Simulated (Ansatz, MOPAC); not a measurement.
Species: CH$_{3}$BI (charge 0, doublet). SMILES: [B](C)I

Atoms: C1, B2, I3, H4, H5, H6. Bonds: C1-B2, C1-H4, C1-H5, C1-H6, B2-I3.

Bond lengths (Å) and angles (degrees) optimised at MNDO with MOPAC; HF/6-31G* with LANL2DZ past Ar with Ansatz (a program for electronic structure); PBE/6-31G* with LANL2DZ past Ar with Ansatz, each started from the B3LYP-D3(BJ)/def2-TZVP structure (Ansatz) of the last column. A row stands for all coordinates that are equal there; 10 of 12 kinds are shown. 6-31G* holds six Cartesian d functions. No wavenumbers were computed at MNDO, PBE/6-31G* with LANL2DZ past Ar, so these may be saddle points.

| coordinate | MNDO | HF/6-31G* with LANL2DZ past Ar | PBE/6-31G* with LANL2DZ past Ar | B3LYP-D3(BJ)/def2-TZVP |
|---|---|---|---|---|
| C1-B2 | 1.515 | 1.561 | 1.554 | 1.543 |
| C1-H4 | 1.112 | 1.085 | 1.104 | 1.091 |
| C1-H5 | 1.110 | 1.087 | 1.105 | 1.094 |
| C1-H6 | 1.113 | 1.090 | 1.110 | 1.099 |
| B2-I3 | 1.997 | 2.155 | 2.141 | 2.116 |
| C1-B2-I3 | 143.9 | 125.3 | 126.5 | 127.2 |
| B2-C1-H4 | 108.8 | 112.5 | 112.1 | 112.9 |
| B2-C1-H5 | 114.0 | 112.2 | 114.7 | 113.3 |
| B2-C1-H6 | 108.7 | 108.1 | 106.5 | 106.8 |
| H4-C1-H5 | 108.4 | 109.1 | 109.5 | 109.5 |

Mean signed difference of all 5 bond lengths from B3LYP-D3(BJ)/def2-TZVP: MNDO -0.019 Å, HF/6-31G* with LANL2DZ past Ar 0.007 Å, PBE/6-31G* with LANL2DZ past Ar 0.014 Å.
